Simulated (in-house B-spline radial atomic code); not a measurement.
## KLI/ALDAx excitations of Ar IX (Ar8+)

Method: KLI/ALDAx. Computed with a B-spline radial code for spherical atoms: linear response of the closed shell [He] 2s2 2p6 with the adiabatic LDA exchange kernel on the exchange-only KLI potential; non-relativistic, point nucleus, no spin-orbit coupling, no double excitations, S, P, D and F terms only. Only terms of natural parity with L up to 3 were computed.

Command:
```bash
python run_td.py task.json out
```
Settings (radii: box in bohr, nucleus in fm):
```
Z                        18
electrons                10
configuration            [He] 2s2 2p6
hamiltonian              nr
method                   kli
box_radius               11.59
intervals                68
```

Cost of the run: 0.3 s on 1 thread of Arm Neoverse N1, on a shared host.

The lowest states, in the order of their Tamm-Dancoff energies; the method's threshold (minus the highest occupied level) is 424.48 eV. Labels give the largest channel, * marks a mixed state, and oscillator strengths are full-response dipole values. Semilocal kernels can invert the small singlet-triplet splittings of Rydberg terms. Energies in eV:

| state | full response | Tamm-Dancoff | oscillator strength |
| --- | --- | --- | --- |
| 2p → 3s 3P | 251.87 | 251.88 | - |
| 2p → 3s 1P | 253.70 | 253.73 | 0.208 |
| 2p → 3p 3S | 266.86 | 266.91 | - |
| 2p → 3p 3D | 268.89 | 268.90 | - |
| 2p → 3p 1D | 270.39 | 270.40 | - |
| 2p → 3p 1S | ? | ? | - |
| 2p → 3d 3P | ? | ? | - |
| 2p → 3d 3F | 291.07 | 291.09 | - |
| 2p → 3d 1F | 292.45 | 292.45 | - |
| 2p → 3d 1P | 297.67 | 297.90 | 2 |
| 2s → 3s 3S | 315.92 | 315.93 | - |
| 2s → 3s 1S | 319.96 | 320.17 | - |
| 2s → 3p 3P | 333.20 | 333.21 | - |
| 2s → 3p 1P | 334.68 | 334.69 | 0.324 |
| 2p → 4s 3P | 336.87 | 336.87 | - |
| 2p → 4s 1P | 337.44 | 337.45 | 0.0809 |
| 2p → 4p 3S | 342.74 | 342.76 | - |
| 2p → 4p 3D | 343.32 | 343.33 | - |
| 2p → 4p 1D | 343.82 | 343.82 | - |
| 2p → 4p 1S | 347.68 | 348.01 | - |
| 2p → 4d 3P | 351.28 | 351.29 | - |
| 2p → 4d 3F | 351.52 | 351.53 | - |

Q: Where does 2p → 3p 1S lie?

A: At 280.20 eV in full response, 280.87 eV in Tamm-Dancoff.

Q: Where does 2p → 3d 3P lie?

A: At 290.30 eV in full response, 290.32 eV in Tamm-Dancoff.

Q: How large is the singlet-triplet splitting of 2p → 3s (P terms) in Tamm-Dancoff?

A: 1.86 eV, from the unrounded values.

Q: What polarisabilities and dispersion coefficient does the method give?

A: Dipole 0.03746 bohr³, quadrupole 0.011 bohr⁵, C6 0.01383 hartree·bohr⁶ for two such species.
